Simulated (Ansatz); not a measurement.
`C#CC(C)[SiH3]` + `O[AsH2]` → `O[AsH][SiH3]` + `C#CCC` at 500 K and 1 bar (ligand exchange at the Si–C bond).

Calculated with Ansatz (gas phase, PBE0-D4/def2-TZVP geometries, no zero-point term in ΔE). CCSD(T)/CBS adds triple-zeta CCSD(T) − MP2 to the extrapolated MP2 energy (def2 sets, frozen cores). For As outer-core shells are correlated without core-valence functions, which leaves a few kJ/mol of doubt a bond. Scalar relativity is left out up to krypton. Each species was taken in one conformer, which may not be the lowest.

```tsv
species	CCSD(T)/CBS energy (Eh)	H − E (kJ/mol)	S (J/(mol·K))
`C#CC(C)[SiH3]`	-446.03382	311.6	414.3
`O[AsH2]`	-2311.97217	101.4	296.8
`O[AsH][SiH3]`	-2602.26090	162.3	380.9
`C#CCC`	-155.75665	257.9	337.9
```

H − E and S are ideal-gas, rigid-rotor, harmonic terms from PBE0-D4/def2-TZVP, for one conformer and one mirror image of each species. 1 Eh = 2625.50 kJ/mol, R = 8.31446 J/(mol·K).

**Question.** By hand: ΔE, ΔH, ΔS and ΔG.

**Answer.** ΔE = (-2602.26090) + (-155.75665) − (-446.03382) − (-2311.97217) = -0.01156 Eh = -30.4 kJ/mol. Δ(H − E) = 162.3 + 257.9 − 311.6 − 101.4 = 7.2, so ΔH = -23.2 kJ/mol. ΔS = 380.9 + 337.9 − 414.3 − 296.8 = 7.7 J/(mol·K). ΔG = -23.2 − 500 × (7.7)/1000 = -27.1 kJ/mol.

**Question.** By hand: the equilibrium constant, and the temperature at which ΔG would vanish if ΔH and ΔS stayed fixed.

**Answer.** log₁₀ K = −ΔG/(RT ln 10) = 2.8. ΔH and −TΔS have one sign here, so there is no such temperature.

The number of gas molecules stays the same, so ΔS is small and ΔH decides. A doubt of 5 kJ/mol in ΔE shifts log₁₀ K by 0.5 here. Other conformers and mirror images would add mixing entropy, several J/(mol·K) or more a flexible species. These are equilibria of isolated gas molecules and say nothing of rates. Largest T1 diagnostic: 0.012 (customary marks: 0.02 for closed shells, 0.045 for open ones).

ΔS is within the doubt of such terms, so its sign, and with it that verdict, could turn.
